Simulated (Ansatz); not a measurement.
Species: C$_{3}$H$_{9}$ClO$_{3}$Sn, SMILES `C[O][Sn]([Cl])([O]C)[O]C` (charge 0, multiplicity 1).

Q: Give a relaxed geometry from PBE0-D3(BJ)/def2-SVP in Ansatz (a quantum-chemistry and plane-wave program).

A: Several could match; the one computed here: the end point of this relaxation, one of several conformers (outside a Z-matrix the atoms follow the SMILES, hydrogens last).
Z-matrix (Å, degrees):
```
Sn
O 1 1.9592
C 2 1.4077 1 120.77
H 3 1.1016 2 107.69 1 171.54
H 3 1.1049 4 107.90 2 -121.46
H 3 1.1055 4 107.76 5 -116.66
O 1 1.9592 2 109.91 3 -169.35
C 7 1.4077 1 120.77 2 69.54
H 8 1.1016 7 107.69 1 171.53
H 8 1.1049 9 107.90 7 -121.46
H 8 1.1055 9 107.76 10 -116.66
O 1 1.9592 2 109.93 3 69.59
C 12 1.4077 1 120.73 2 -169.56
H 13 1.1016 12 107.69 1 171.73
H 13 1.1050 14 107.90 12 -121.47
H 13 1.1055 14 107.76 15 -116.66
Cl 1 2.3462 2 109.03 3 -49.89
```
